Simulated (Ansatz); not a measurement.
Energy needed to pull apart CH4B2O (SMILES BOB=C), singlet, into free ground-state atoms, from the structure below (displaced at random from a GFN2-xTB minimum); no zero-point or spin–orbit terms; open-shell atoms are treated unrestricted, in their ground-state multiplicity.

B1  (-1.441, -1.382, 0.374)
O2  (-0.451, -0.403, -0.066)
B3  (0.395, 0.257, -0.119)
C4  (1.515, 1.228, -0.406)
H5  (-2.632, -0.922, 0.553)
H6  (-1.166, -2.676, 0.594)
H7  (1.228, 2.461, -0.405)
H8  (2.466, 1.154, -0.489)
(Å)

Program: Ansatz 0.2.0. Basis: def2-TZVPP. Cores are frozen in the correlated methods.

| method | atomization energy (eV) |
| --- | --- |
| PBE-D4 | ? |
| revPBE-D4 | 29.87 |
| r2SCAN-D4 | 30.21 |
| B97M-V | 30.17 |
| PBE0-D4 | 30.01 |
| wB97M-V | 29.86 |
| HF | 21.77 |
| MP2 | ? |
| CCSD | 28.19 |
| CCSD(T) | 28.68 |

Problem. What does MP2 give? (Judge from chemistry; the value comes from the calculation.)

Solution. Computed: 29.43 eV, which is about 0.75 eV more than CCSD(T)/def2-TZVPP.

Problem. What does PBE-D4 give? (To be estimated.)

Solution. The calculation gives: 30.80 eV, which is about 2.13 eV more than CCSD(T)/def2-TZVPP.

In triple zeta the MP2 and coupled-cluster atomization energies are still short of their basis limit by a few kcal/mol a bond, whereas those of the functionals are nearly converged, so these differences are not deviations from converged CCSD(T).

No T1 diagnostic of these runs exceeds 0.025.

For scale, one of the runs: CCSD(T)/def2-TZVPP forces, 180 basis functions (an equivalent command: `ansatz run in.yaml --threads 4`). Time: 120 s of wall clock on 4 CPU threads; the host was shared. Peak host memory: 3.5 GiB.
